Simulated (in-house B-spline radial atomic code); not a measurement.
**Ionising V⁴⁺ with different functionals**

Computed with an all-electron radial atomic-structure program (B-spline basis): scalar-relativistic (spin-free X2C) Hamiltonian, Fermi nucleus of rms radius 3.6002 fm, spin-polarised at highest spin, spherical fractional occupations for the functionals, and exact exchange of hybrids averaged over the configuration. The ionisation energy is the difference of two self-consistent energies, [Ar] 3d1 → [Ne] 3s2 3p6, without Breit or QED terms; ε is the level of the shell that loses the electron (its least bound occupied spin orbital).

| method | rung | ΔSCF (eV) | -ε(3d) (eV) |
| --- | --- | --- | --- |
| PBE0 | global hybrid | 65.51 | 58.43 |
| B3LYP | global hybrid | 65.66 | 58.02 |
| TPSSh | global hybrid | 65.30 | 56.64 |
| BHandHLYP | global hybrid | 65.44 | 61.03 |
| r2SCAN0 | global hybrid | 65.08 | 58.16 |
| B97-1 | global hybrid | 65.44 | 57.90 |
| HSE06 | range-separated hybrid | 65.49 | 57.98 |
| wB97X | range-separated hybrid | 65.24 | 60.73 |
| CAM-B3LYP | range-separated hybrid | 65.65 | 60.02 |
| LC-wPBE | range-separated hybrid | 65.64 | 61.22 |

Task: Among the functionals, which spreads more, the ΔSCF values or the orbital energies?

Result: The orbital energies: ΔSCF values span about 0.58 eV and the orbital energies 4.59 eV; here energy differences depend much less on the functional than eigenvalues do.

Task: How do they compare with the NIST value?

Result: NIST lists 65.282 eV (measured, ground level to ground level). Errors run from -0.20 to +0.38 eV; TPSSh is closest (+0.02 eV), but part of that can be cancellation, since the calculations leave out spin-orbit coupling, Breit-QED terms, multiplet and fine-structure energies.
